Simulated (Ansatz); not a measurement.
Species: sum formula H4BSiO3, net charge 0, doublet state. It need not be the lowest isomer of its formula. SMILES: OB(O[SiH2])O
Geometry from a B3LYP-D3(BJ)/def2-TZVP (Ansatz, a quantum-chemistry and plane-wave program) optimisation:
```
O
B 1 1.3696
O 2 1.3669 1 119.52
H 3 0.9622 2 113.01 1 -179.92
O 2 1.3692 3 119.78 4 0.16
H 5 0.9620 2 112.74 3 179.89
Si 1 1.6585 2 132.66 3 1.65
H 7 1.4865 1 105.88 2 175.15
H 7 1.4885 8 110.48 1 119.31
```
Charge 0, spin multiplicity 2.

Atomisation energy built up term by term with Ansatz (kcal/mol; UHF references for open shells; valence terms freeze the core; atomic spin-orbit terms are left out). CBS(X,Y): correlation extrapolated as X^-3; Hartree-Fock from the larger set.

```
term                                            basis  kcal/mol
-----------------------  ----------------------------  --------
Hartree-Fock                              cc-pV(Q+d)Z       ___
CCSD correlation         CBS(cc-pV(T+d)Z,cc-pV(Q+d)Z)       ___
(T)                      CBS(cc-pV(T+d)Z,cc-pV(Q+d)Z)     14.87
core correlation                            cc-pwCVTZ      2.32
scalar relativity (X2C)    cc-pVTZ-DK against cc-pVTZ     -1.59
sum: De                                                     ___
```

Some entries are withheld; supply them.


- Hartree-Fock, kcal/mol: 635.13
- CCSD correlation, kcal/mol: 217.88
- sum: De, kcal/mol: 868.6
